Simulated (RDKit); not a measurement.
Conformational energy of C7H11BO2Si, SMILES OB(O)C[SiH2]c1ccccc1. Scanned: dihedral H12–O1–B2–O3 and dihedral O1–B2–C4–Si5; all other coordinates were relaxed at GFN2-xTB. Points at φ and −φ are mirror images.

Atom numbering (GFN2-xTB optimised geometry, Å):
```
22

O      2.1746     2.1057     0.1709
B      2.6887     0.8657     0.0052
O      3.6310     0.7070    -0.9699
C      2.1645    -0.3294     0.9005
Si     0.8997    -1.4274    -0.0047
C     -0.7907    -0.6025    -0.1501
C     -0.9708     0.7620     0.0626
C     -2.2222     1.3419    -0.0539
C     -3.3203     0.5668    -0.3855
C     -3.1596    -0.7921    -0.6016
C     -1.9073    -1.3656    -0.4844
H      2.5384     2.7567    -0.4306
H      3.9765    -0.1758    -1.0840
H      1.7105     0.0458     1.8155
H      2.9954    -0.9687     1.1992
H      0.7581    -2.6845     0.7513
H      1.3943    -1.7726    -1.3526
H     -0.1208     1.3755     0.3209
H     -2.3420     2.4027     0.1160
H     -4.2980     1.0183    -0.4747
H     -4.0130    -1.4030    -0.8602
H     -1.7870    -2.4267    -0.6522
```

Computed with UFF // GFN2-xTB in RDKit.

Energy in kcal/mol above the lowest grid point; x is the dihedral H12–O1–B2–O3 (°), y the dihedral O1–B2–C4–Si5 (°).

```
y \ x  -150  -120  -90  -60   -30     0    30   60   90   120   150   180
-----  ----  ----  ---  ---  ----  ----  ----  ---  ---  ----  ----  ----
180    11.1   6.3  4.7  6.1   9.7  11.8   9.7  6.1  4.7   6.3  11.1  13.5
150    11.8   7.2  5.2  6.4  10.1  16.0  13.4  9.6  8.6  10.2  15.3  14.0
120     8.6   4.2  2.4  3.6   6.9   8.6   6.1  3.7  0.4   2.4   7.7  10.7
90      6.9   2.1  0.0  3.9   7.7  10.0   7.5  2.1  0.7   2.8   7.0   9.5
60      8.1   3.0  0.8  2.2   6.5   9.2   7.6  3.6  1.6   8.8  10.6  10.6
30     10.8   5.6  3.9  5.4   9.4  11.9   9.9  5.7  3.2   5.8  11.8  14.2
0      10.8   4.6  2.3  4.6   8.5  10.5   8.5  4.6  2.3   4.6  10.8  13.5
-30    11.8   5.8  3.2  5.7   9.9  11.9   9.4  5.4  3.9   5.6  10.8  14.2
-60    10.6   8.8  1.6  3.6   7.6   9.2   6.5  2.2  0.8   3.0   8.1  10.6
-90     7.0   2.8  0.7  2.1   7.5  10.0   7.7  3.9  0.0   2.1   6.9   9.5
-120    7.7   2.4  0.4  3.7   6.1   8.6   6.9  3.6  2.4   4.2   8.6  10.7
-150   15.3  10.2  8.6  9.6  13.4  16.0  10.1  6.4  5.2   7.2  11.8  14.0
```

The six lowest points that lie below all their neighbours on the grid: x = -90, y = 90 (0.0 kcal/mol); x = 90, y = -90 (0.0 kcal/mol); x = -90, y = -120 (0.4 kcal/mol); x = 90, y = 120 (0.4 kcal/mol); x = -90, y = 0 (2.3 kcal/mol); x = 90, y = 0 (2.3 kcal/mol). The lowest path on the grid from the first to the second passes x = 0, y = -120 at 8.6 kcal/mol.
